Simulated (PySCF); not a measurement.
## How methods differ on the excitation energy of Pt⁺

Pt⁺ [Xe] 4f14 5d9 (2D) → Pt⁺ [Xe] 4f14 5d8 6s1 (4F), as a difference of total energies. Calculation: PySCF 2.14, in x2c-TZVPPall with one added diffuse shell each of s, p, d, f type (12s8p8d4f1g, 113 functions); scalar relativity by spin-free X2C-1e. The calculations carry no spin-orbit coupling.

```csv
method,excitation energy (eV)
UHF,0.295
r2SCANh,0.473
LC-wPBE,0.882
B3LYP,0.774
```
